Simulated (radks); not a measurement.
Species: the europium ion Eu+. Configuration: [Xe] 4f7 6s1.

Method: Dirac Kohn-Sham, PBE, spin-unpolarised, spherical densities, finite nucleus; open shells are shared between the two j in proportion to 2j + 1; Fermi nuclear charge, rms radius 5.1115 fm; computed with a radial shooting solver on a logarithmic mesh with Libxc functionals.

Energy parts (hartree):
| part | energy |
|---|---|
| total | -10851.1677 |
| kinetic | 11797.1855 |
| electron-nucleus | -26613.0679 |
| Hartree | 4207.7594 |
| exchange-correlation | -243.0447 |

Orbitals (lengths in bohr, moments of r in powers of bohr; <r^-3> diverges for s and p1/2; r(90%) holds 90 % of the orbital's charge):
| orbital | occ. | eigenvalue (hartree) | r(90%) | <1/r> | <r^-3> | <r^2> |
|---|---|---|---|---|---|---|
| 1s1/2 | 2 | -1775.710 | 0.0403 | 70.22 | - | 0.0006793 |
| 2s1/2 | 2 | -291.6487 | 0.147 | 16.72 | - | 0.01062 |
| 2p1/2 | 2 | -276.7166 | 0.130 | 16.70 | - | 0.007724 |
| 2p3/2 | 4 | -252.9022 | 0.139 | 14.82 | 9386 | 0.008963 |
| 3s1/2 | 2 | -64.35393 | 0.366 | 6.087 | - | 0.07107 |
| 3p1/2 | 2 | -57.90126 | 0.359 | 6.002 | - | 0.06632 |
| 3p3/2 | 4 | -53.04661 | 0.377 | 5.528 | 1975 | 0.07345 |
| 3d3/2 | 4 | -41.87552 | 0.349 | 5.404 | 330.6 | 0.05886 |
| 3d5/2 | 6 | -40.81921 | 0.354 | 5.285 | 295.1 | 0.06085 |
| 4s1/2 | 2 | -12.95687 | 0.813 | 2.538 | - | 0.3618 |
| 4p1/2 | 2 | -10.46373 | 0.843 | 2.432 | - | 0.3818 |
| 4p3/2 | 4 | -9.39286 | 0.885 | 2.271 | 436.5 | 0.4212 |
| 4d3/2 | 4 | -5.28822 | 0.975 | 2.051 | 61.65 | 0.4880 |
| 4d5/2 | 6 | -5.09611 | 0.991 | 2.011 | 54.28 | 0.5038 |
| 4f5/2 | 3 | -0.33958 | 1.69 | 1.421 | 6.977 | 1.261 |
| 4f7/2 | 4 | -0.31688 | 1.73 | 1.401 | 6.701 | 1.322 |
| 5s1/2 | 2 | -1.86790 | 1.99 | 0.9630 | - | 2.149 |
| 5p1/2 | 2 | -1.20070 | 2.29 | 0.8440 | - | 2.765 |
| 5p3/2 | 4 | -1.06100 | 2.44 | 0.7868 | 56.01 | 3.125 |
| 6s1/2 | 1 | -0.31325 | 5.61 | 0.3258 | - | 16.77 |

The highest occupied level is 6s1/2 at -8.524 eV. The density falls to 0.001 e/bohr^3 at r = 4.51 bohr. The electron density at the nucleus is 5.792e+05 e/bohr^3.
